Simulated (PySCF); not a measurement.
Excitations are Tamm–Dancoff values on a coarser integration grid. The basis has no diffuse functions, so Rydberg states are missing or too high.

Z-matrix (Å, degrees):
```
C
C 1 1.4205
C 2 1.4018 1 121.24
C 3 1.3855 2 118.71 1 0.00
H 4 1.0924 3 119.58 2 179.99
H 3 1.0925 4 120.77 5 -0.01
C 4 1.4050 5 119.84 3 179.99
H 7 1.0929 4 119.01 5 0.00
C 7 1.3985 8 118.53 4 179.99
C 1 1.4232 2 110.83 3 180.00
C 10 1.3814 1 114.27 2 0.00
H 10 1.0903 11 121.98 1 180.00
B 11 1.5272 10 127.34 12 -0.01
H 13 1.2080 11 121.11 10 -179.98
H 13 1.2083 14 120.20 11 180.00
B 9 1.5395 7 119.46 8 -0.01
H 16 1.2083 9 122.02 7 -179.94
H 16 1.2093 17 118.91 12 179.94
S 2 1.7251 3 126.81 6 0.00
```
Charge 0, multiplicity 1.

### Question
Give the dipole moment, S1 oscillator strength, HOMO, S1–T1 gap (TDA) and HOMO–LUMO gap at the level PBE0-D4/def2-TZVP // PBE0-D4/def2-SVP (PySCF).

### Answer

| Item | Value |
|---|---|
| dipole moment | 2.22 D |
| S1 oscillator strength | 0.128 |
| HOMO | -6.85 eV |
| S1–T1 gap (TDA) | 1.12 eV |
| HOMO–LUMO gap | 4.07 eV |
